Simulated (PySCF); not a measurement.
C4H7NSi.

```xyz
13

N      2.8245     0.5239     0.2733
C      1.9970    -0.2915     0.4553
C      0.9846    -1.2740     0.6673
C     -0.2078    -1.2540     0.0119
C     -0.6517    -0.2175    -0.9572
Si    -1.8147     1.0597    -0.1236
H      1.2076    -2.0691     1.3963
H     -0.9258    -2.0566     0.2539
H      0.2068     0.3467    -1.3779
H     -1.2215    -0.6694    -1.7963
H     -2.2985     2.0381    -1.1581
H     -1.0692     1.7823     0.9606
H     -2.9970     0.3471     0.4747
```

Coordinates come from a PBE-D3(BJ)/def2-SVP optimisation. The structure was generated by enumeration; whether it is a known compound was not checked. The values are those of a single conformer.

Calculation: PBE/pcSseg-1 in PySCF. Non-relativistic, no solvent.

Computed absolute GIAO shielding of each atom: isotropic value and principal components (ppm):
| atom | σ(iso) | σ11 | σ22 | σ33 | span |
|---|---|---|---|---|---|
| N1 | -74.8 | -231.6 | -192.9 | 200.0 | 431.6 |
| C2 | 58.3 | -54.6 | -52.5 | 281.9 | 336.5 |
| C3 | 75.7 | -18.1 | 100.5 | 144.6 | 162.8 |
| C4 | 18.5 | -113.2 | 15.7 | 152.8 | 266.0 |
| C5 | 157.6 | 134.6 | 159.9 | 178.4 | 43.8 |
| Si6 | 400.5 | 364.5 | 391.6 | 445.5 | 81.0 |
| H7 | 25.9 | 22.9 | 26.0 | 28.8 | 5.9 |
| H8 | 24.5 | 22.0 | 23.9 | 27.6 | 5.6 |
| H9 | 28.2 | 24.6 | 27.9 | 32.1 | 7.5 |
| H10 | 29.0 | 25.1 | 27.1 | 34.9 | 9.8 |
| H11 | 26.8 | 23.9 | 24.5 | 32.0 | 8.0 |
| H12 | 27.1 | 23.6 | 26.3 | 31.3 | 7.7 |
| H13 | 27.1 | 24.2 | 25.4 | 31.7 | 7.6 |
